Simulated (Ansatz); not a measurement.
All numbers were calculated with Ansatz.

A structure relaxed at PBE0-D4/def2-TZVP, charge 0, multiplicity 1:

```json
{"atom": "N1", "x (Å)": "-0.885", "y (Å)": "-1.551", "z (Å)": "-1.276"}
{"atom": "C2", "x (Å)": "-0.396", "y (Å)": "-0.876", "z (Å)": "-0.342"}
{"atom": "S3", "x (Å)": "0.715", "y (Å)": "-1.456", "z (Å)": "0.993"}
{"atom": "Si4", "x (Å)": "0.053", "y (Å)": "0.521", "z (Å)": "0.743"}
{"atom": "O5", "x (Å)": "1.069", "y (Å)": "1.718", "z (Å)": "0.312"}
{"atom": "H6", "x (Å)": "-1.468", "y (Å)": "-0.966", "z (Å)": "-1.875"}
{"atom": "H7", "x (Å)": "-0.901", "y (Å)": "1.117", "z (Å)": "1.693"}
{"atom": "H8", "x (Å)": "1.815", "y (Å)": "1.493", "z (Å)": "-0.249"}
```

Q: Give its formula and SMILES.

A: CH3NOSSi, `N=C1S[SiH]1O`.

Q: Summarise the bond lengths by kind.

A: 1 × C–N 1.252 Å; 1 × H–N 1.020 Å; 1 × C–S 1.831 Å; 1 × C–Si 1.825 Å; 1 × S–Si 2.100 Å; 1 × O–Si 1.628 Å; 1 × H–Si 1.472 Å; 1 × H–O 0.960 Å.
